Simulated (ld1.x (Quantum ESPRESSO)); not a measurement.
# As (Z = 33): variants of one ultrasoft potential

Base potential:

As, ultrasoft, made with ld1.x (Quantum ESPRESSO) 7.5 (PBE, scalar-relativistic). Core [Ar] 3d10, reference 4s2 4p1.5 (charge +1.5). Waves: 4s (bound): rcut 1.60, rcutus 1.85 bohr; 4s channel at -1.35 Ry: rcut 1.60, rcutus 1.85 bohr; 4p (bound): rcut 2.00, rcutus 2.25 bohr; 4p channel at 1.1 Ry: rcut 2.00, rcutus 2.25 bohr. Local part: all-electron potential smoothed inside 1.65 bohr (lloc = -1). Core correction: a·sin(br)/r model core, default radius (core density twice the valence density). Augmentation charge: PSQ, radius 1.20 bohr.

Cutoffs, loose and tight: the cutoffs (Ry, on a coarse ladder) from which the occupation-weighted sum of valence levels, in a spherical-Bessel basis at the reference potential, stays within 10 and 1 mRy of its value at 400 Ry. They do not see the model core or the augmentation charge, which bear on the density cutoff. Test errors are all-electron minus pseudo excitation energies from the reference, over the configurations 4s2 4p3; 4s2 4p2; 4s2 4p1; 4s1 4p0; 4s1 4p4; 4s2 4p2.5; 4s0 4p5. A dash means not determined; rows that change the core or the reference have their own tests.

A true bound ghost makes a file unfit for plane-wave use even where its test errors are small: the radial tests pick states by their node count and pass the ghost by.

| change | outcome | cutoff, loose | cutoff, tight | bound ghosts | largest test error (meV) |
| --- | --- | --- | --- | --- | --- |
| base | generated | 10 Ry | 15 Ry | d | -312 |
| waves 4s (bound): rcut 1.12, rcutus 1.18 bohr; 4s channel at -1.35 Ry: rcut 1.12, rcutus 1.18 bohr | failed: chargeps: negative rho | – | – | – | – |
| waves 4s (bound): rcut 1.24, rcutus 1.32 bohr; 4s channel at -1.35 Ry: rcut 1.24, rcutus 1.32 bohr | failed: chargeps: negative rho | – | – | – | – |
| waves 4s (bound): rcut 1.50, rcutus 1.60 bohr; 4s channel at -1.35 Ry: rcut 1.50, rcutus 1.60 bohr | generated | 12 Ry | 18 Ry | d | -317 |
| waves 4s (bound): rcut 1.60, rcutus 1.70 bohr; 4s channel at -1.35 Ry: rcut 1.60, rcutus 1.70 bohr | generated | 12 Ry | 18 Ry | d | -315 |
| waves 4s (bound): rcut 1.60, rcutus 1.92 bohr; 4s channel at -1.35 Ry: rcut 1.60, rcutus 1.92 bohr | generated | 10 Ry | 15 Ry | d | -309 |
| waves 4s (bound): rcut 1.60, rcutus 2.12 bohr; 4s channel at -1.35 Ry: rcut 1.60, rcutus 2.12 bohr | generated | 10 Ry | 15 Ry | d | -300 |
| waves 4s (bound): rcut 1.60, rcutus 2.24 bohr; 4s channel at -1.35 Ry: rcut 1.60, rcutus 2.24 bohr | generated | 10 Ry | 15 Ry | d | -292 |
| waves 4s (bound): rcut 1.60, rcutus 2.40 bohr; 4s channel at -1.35 Ry: rcut 1.60, rcutus 2.40 bohr | generated | 10 Ry | 15 Ry | d | -274 |
| waves 4s (bound): rcut 1.60, rcutus 2.80 bohr; 4s channel at -1.35 Ry: rcut 1.60, rcutus 2.80 bohr | generated | 10 Ry | 15 Ry | d | -278 |

Problem. What comes out with this change to the base: waves 4s (bound): rcut 1.60, rcutus 2.58 bohr; 4s channel at -1.35 Ry: rcut 1.60, rcutus 2.58 bohr?

Solution. outcome: generated; cutoff, loose: 10 Ry; cutoff, tight: 15 Ry; bound ghosts: d; largest test error (meV): -173.

Reading the sweep of the s radius (base included, trends over the rows without a ghost): Bound ghosts are found at 1.6, 1.7, 1.85, 1.92, 2.12, 2.24, 2.4, 2.58, 2.8 bohr. Every judged row has one, so this setting neither creates nor removes them. The generation fails at 1.18, 1.32 bohr.
